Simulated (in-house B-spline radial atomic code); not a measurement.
# Ionising Pm3+ with different functionals

Computed with an all-electron radial atomic-structure program (B-spline basis): four-component Dirac-Coulomb Hamiltonian, Fermi nucleus of rms radius 4.962 fm, spin-restricted, spherical fractional occupations for the functionals, and exact exchange of hybrids averaged over the configuration. The ionisation energy is the difference of two self-consistent energies, [Xe] 4f4 → [Xe] 4f3, without Breit or QED terms; ε is the level of the shell that loses the electron (mean over j). The electron is taken from both j subshells in proportion to 2j + 1, so the result is a j average, not the step between ground levels.

```
   method                    rung  ΔSCF (eV)  -ε(4f) (eV)
BHandHLYP           global hybrid      39.80        36.98
     PBE0           global hybrid      40.51        34.37
CAM-B3LYP  range-separated hybrid      40.55        35.78
    HSE06  range-separated hybrid      40.45        33.89
```

(1) Among the functionals, which spreads more, the ΔSCF values or the orbital energies?

(2) How do they compare with the NIST value?

## Answers

(1) The orbital energies: ΔSCF values span about 0.74 eV and the orbital energies 3.09 eV; here energy differences depend much less on the functional than eigenvalues do.

(2) NIST lists 41.17 eV ± 0.09 (semi-empirical, ground level to ground level). Errors run from -1.37 to -0.62 eV; CAM-B3LYP is closest (-0.62 eV), though others lie within the uncertainty of it, and part of that can be cancellation, since the calculations leave out Breit-QED terms, spin polarisation, the choice among j levels, multiplet and fine-structure energies.
